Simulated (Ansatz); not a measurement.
Two isomers of C2H6OSi: A = `[SiH3]C1CO1`, B = `OC1C[SiH2]1`.

Isolated molecules relaxed with PBE0-D4/def2-TZVP in Ansatz; ΔE leaves out vibrations. CCSD(T)/CBS adds triple-zeta CCSD(T) − MP2 to the extrapolated MP2 energy (def2 sets, frozen cores). DFT in def2-TZVPP. B3LYP here is the variant with VWN-RPA as its local correlation; programs differ in this. Each species was taken in one conformer, which may not be the lowest.

A:

```xyz
10

Si    0.7696   -1.2029    0.1326
C     0.1103    0.4327   -0.5037
C    -1.0424    1.0853    0.1290
O     0.2627    1.5472    0.3885
H     0.2673   -2.3100   -0.7252
H     2.2548   -1.2095    0.1017
H     0.2943   -1.3902    1.5272
H     0.2882    0.6922   -1.5481
H    -1.5442    0.6035    0.9654
H    -1.6608    1.7518   -0.4673
```

B:

```xyz
10

O     1.6918   -0.3229   -0.6172
C     0.4522   -0.5966   -0.0322
C    -0.1952    0.5001    0.8314
Si   -1.0974    0.1337   -0.7480
H     2.3409   -0.2365    0.0887
H     0.3669   -1.5965    0.3981
H    -0.5747    0.2138    1.8071
H     0.3495    1.4410    0.8387
H    -2.3464   -0.6571   -0.7269
H    -0.9875    1.1210   -1.8397
```

(1) Which isomer does CCSD(T)/CBS put lower? Give the gap. (Best estimate.)

(2) Give E(B) − E(A) in kJ/mol with PBE0-D4, B3LYP, B3LYP-D4, ωB97M-V, B2PLYP, CCSD/def2-TZVPP, BLYP-D4. (Estimate.)

(3) Does the order hold for the free energy at 298.15 K (harmonic terms from PBE0-D4)? (Estimate.)

Largest T1 diagnostic: 0.012.

Answers

(1) Ansatz gave: B, by 6.3 kJ/mol.

(2) Computed: PBE0-D4 -8.5, B3LYP -1.3, B3LYP-D4 -2.1, ωB97M-V -6.9, B2PLYP -1.3, CCSD/def2-TZVPP -0.7, BLYP-D4 -0.1. None reverses the order clearly.

(3) Computed: Too close to call: G(B) − G(A) = -0.7 kJ/mol, for one conformer each.

At CCSD(T), def2-SVP lies +12.6 kJ/mol from the extrapolated value and def2-TZVPP +4.6 kJ/mol. In def2-TZVPP, CCSD(T) changes the Hartree–Fock value by −15.9 kJ/mol (the triples alone add −1.0 kJ/mol) and MP2 by −17.9 kJ/mol.
